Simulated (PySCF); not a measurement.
C₆H₅NS.
SMILES: `C1=CC2=C(C=CS2)N1`

All values: CAM-B3LYP/def2-SVPD (PySCF, non-relativistic), on one gas-phase PBE0-D3(BJ)/def2-SVP geometry that isn't relaxed in the solvent. The solvent is an IEF-PCM continuum (Bondi radii, 1.10 Å for H, scaled by 1.2), and excitations are vertical TDDFT with non-equilibrium linear response and a frozen core. Only the electrostatic response of the medium enters.

Gas-phase singlets (H = HOMO, L = LUMO):

```tsv
state	E (eV)	λ (nm)	f	leading configurations
S1	5.177	239	0.262	H→L 94%
S2	5.428	228	0.001	H→L+1 93%
S3	5.456	227	0.097	H-1→L 91%
S4	5.705	217	0.000	H-1→L+1 61%, H-1→L+2 10%
S5	5.896	210	0.007	H→L+2 70%
```

Q: How does the list change in cyclohexane (ε = 2.017)?

A: 
```csv
state,E (eV),λ (nm),f,leading configurations,change by rank (eV)
S1,5.071,244,0.358,H→L 95%,-0.106
S2,5.409,229,0.138,H-1→L 92%,-0.019
S3,5.505,225,0.001,H→L+1 92%,+0.049
S4,5.742,216,0.000,H-1→L+1 62%,+0.037
S5,5.877,211,0.009,"H→L+2 66%, H→L+3 10%",-0.019
```

Q: How does the list change in acetone (ε = 20.49)?

A: 
```
state  E (eV)  λ (nm)      f  leading configurations  change by rank (eV)
   S1   5.080     244  0.334                 H→L 95%               -0.097
   S2   5.436     228  0.129               H-1→L 92%               +0.008
   S3   5.565     223  0.002               H→L+1 90%               +0.109
   S4   5.775     215  0.003  H-1→L+1 32%, H→L+2 32%               +0.070
   S5   5.843     212  0.005  H→L+2 37%, H-1→L+1 32%               -0.053
```

Q: The ground-state energy changes by -0.268 eV from gas to acetone. By how much does the total energy of gas-phase S1 change?

A: E(S1) = E(S0) + excitation energy, so it changes by -0.268 − 0.097 = -0.365 eV: it is lowered more than the ground state, which is what a red shift means. This is the vertical state, with the slow part of the continuum still set for S0.

Q: How do the frontier levels move from gas to acetone?

A: 
| orbital | gas (eV) | solvent (eV) | change (eV) |
| --- | --- | --- | --- |
| LUMO+2 | 1.53 | 1.46 | -0.07 |
| LUMO+1 | 1.16 | 1.30 | +0.14 |
| LUMO | 0.81 | 0.76 | -0.05 |
| HOMO | -7.03 | -7.08 | -0.05 |
| HOMO-1 | -7.57 | -7.65 | -0.08 |
| HOMO-2 | -9.27 | -9.35 | -0.08 |
| HOMO-3 | -10.96 | -11.07 | -0.11 |

The HOMO–LUMO gap goes from 7.83 to 7.84 eV. Rows go by rank; for LUMO+1 the atom shares or the degeneracy differ between the runs, so the row needn't follow one orbital.
